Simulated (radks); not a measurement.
Q: The krypton ion Kr11+, 25 electrons, occupied as [Ne] 3s2 3p5 3d8 (not the ground configuration). Calculated with a radial shooting solver on a logarithmic mesh with Libxc functionals: scalar-relativistic Kohn-Sham, SCAN, spin-polarised, spherical densities, finite nucleus; open shells are filled with parallel spins first; meta-GGA in the generalised Kohn-Sham scheme; Fermi nuclear charge, rms radius 4.1884 fm. Some entries of the table are withheld. Estimate them.

| orbital | occ. | eigenvalue (eV) | <r> (bohr) | r(max) (bohr) |
|---|---|---|---|---|
| 1s up | 1 | -14477.50 | 0.04149 | 0.02708 |
| 1s down | 1 | -14476.24 | 0.04149 | 0.02708 |
| 2s up | 1 | -2156.941 | 0.1831 | 0.1539 |
| 2s down | 1 | -2152.985 | 0.1829 | 0.1539 |
| 2p up | 3 | -1937.529 | 0.1599 | 0.1234 |
| 2p down | 3 | -1933.796 | 0.1597 | 0.1233 |
| 3s up | 1 | (1) | 0.5101 | 0.4584 |
| 3s down | 1 | (2) | 0.5123 | 0.4596 |
| 3p up | 3 | -453.2146 | 0.5127 | 0.4523 |
| 3p down | 2 | -445.0133 | 0.5155 | 0.4536 |
| 3d up | 5 | (3) | 0.4960 | (4) |
| 3d down | 3 | (5) | 0.5000 | (6) |

A: 
(1) 3s up eigenvalue (eV): -525.0249
(2) 3s down eigenvalue (eV): -516.7982
(3) 3d up eigenvalue (eV): -336.4367
(4) 3d up r(max) (bohr): 0.3928
(5) 3d down eigenvalue (eV): -328.3065
(6) 3d down r(max) (bohr): 0.3930
